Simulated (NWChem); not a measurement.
Isomers of C2H4BF2N, each optimised at B3LYP/6-31G* with NWChem, gas phase unless a solvent is named. Flexible species stand in one conformer each, which need not be the lowest. Pople sets run with spherical d functions. Relative energies count from the lowest isomer at each level and are electronic, without zero-point energy, on those geometries. Shieldings are non-relativistic GIAO values without spin-orbit effects.

A: C=C(F)B(N)F
B: B(F)(/C=N/C)F
C: NB(F)/C=C\F
D: FB(/N=C/C)F

| quantity | A | B | C | D |
|---|---|---|---|---|
| relative energy, PBE/def2-SVP (kcal/mol) | 31.4 | 24.8 | 26.7 | 0.0 |
| relative energy, PW6B95/def2-SVP (kcal/mol) | 32.6 | 25.9 | 27.8 | 0.0 |
| dipole (D), B3LYP/6-31G* | 3.46 | 2.36 | 1.28 | (withheld) |
| highest harmonic frequency (cm⁻¹), B3LYP/6-31G* | 3703 | 3104 | 3715 | (withheld) |
| 11B shift against boron trifluoride, B3LYP/6-31G* (ppm) | 14.3 | 8.9 | 15.3 | 8.9 |

Some entries are withheld; supply them.


- dipole (D), B3LYP/6-31G*, D: 3.32
- highest harmonic frequency (cm⁻¹), B3LYP/6-31G*, D: 3149
